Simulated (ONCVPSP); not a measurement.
**What one change does to a pseudopotential (Pt, ONCV)**

ONCVPSP 4.0.1 input, shortened (lines: element, Z, core and valence counts, functional; n l f; lmax; l rc ep ncon nbas qcut; lloc lpopt rc5 dvloc0; l nproj debl; icmod fcfact rcfact), PBE, scalar-relativistic:

```
  Pt 78.00    9    5        4      upf
    1    0    2.00
    2    0    2.00
    2    1    6.00
    3    0    2.00
    3    1    6.00
    3    2   10.00
    4    0    2.00
    4    1    6.00
    4    2   10.00
    4    3   14.00
    5    0    2.00
    5    1    6.00
    5    2    9.00
    6    0    1.00
    3
    0    1.55    0.00    4    9    6.40
    1    1.15    0.00    5    8    7.90
    2    1.95    0.00    4    9    7.50
    3    0.90    0.00    3    8   22.80
    4    2    0.70    4.00
    0    2    0.50
    1    3    3.30
    2    1    2.70
    3    3    1.10
    0    0.00    0.00
```

In the f channel the program set the typed energies aside and used -2.575, 0.250, 1.350 Ha.

All-electron outer shells of the reference configuration (PBE, scalar-relativistic, ld1.x):

```
shell  level (eV)  outermost node (bohr)  outermost maximum (bohr)
   4d     -306.83                   0.20                      0.42
   5s     -101.82                   0.49                      0.87
   4f      -70.08                      –                      0.38
   5p      -56.02                   0.53                      0.98
   5d       -6.14                   0.57                      1.26
   6s       -5.66                   1.14                      2.38
```

Change: f: rc 0.74.

Cutoffs: the cutoffs (Ha) at which the residual kinetic energy of the hardest occupied pseudo-wave falls to 1 and 0.1 mHa per electron; they do not see the model core or the augmentation charge, which bear on the density cutoff. Errors are all-electron minus pseudo energies relative to the spin-unpolarised reference configuration.

Question: Predict the effect on cutoff, ghosts and configuration errors.

Answer: The potential gets harder (199 Ha and 218 Ha → 226 Ha and 245 Ha); both files keep a bound ghost (p); the errors of the 4 common tests hardly move. A smaller radius makes the pseudo-wave follow the all-electron one further in, where it bends more sharply, so more plane waves are needed.

```tsv
quantity	base	changed
cutoff, loose	199 Ha	226 Ha
cutoff, tight	218 Ha	245 Ha
loose cutoff by channel	s 18 Ha, p 103 Ha, d 19 Ha, f 199 Ha	s 18 Ha, p 103 Ha, d 19 Ha, f 226 Ha
bound ghosts	p	p
GHOST(+) flags under 300 eV	s at 46.5 eV	s at 46.5 eV
error for 4f14 5s2 5p6 5d9 6s0, meV [ΔE 9.19 eV]	-5.8	-5.7
error for 4f14 5s2 5p6 5d8 6s0, meV [ΔE 29.16 eV]	-4.8	-4.8
error for 4f14 5s2 5p6 5d7 6s0, meV [ΔE 61.38 eV]	-1.2	-1.3
error for 4f14 5s2 5p6 5d9.5 6s0.5, meV [ΔE -0.12 eV]	-2.6	-2.5
s: phases at 1.58 bohr within 0.05 rad from the reference energy up to (Ha; the scan ends near 5)	1.2	1.2
p: phases at 1.17 bohr within 0.05 rad from the reference energy up to (Ha; the scan ends near 5)	to the end of the scan	to the end of the scan
d: phases at 1.98 bohr within 0.05 rad from the reference energy up to (Ha; the scan ends near 5)	2.0	2.0
```

 A true bound ghost makes a file unfit for plane-wave use even where its test errors are small: the radial tests pick states by their node count and pass the ghost by.
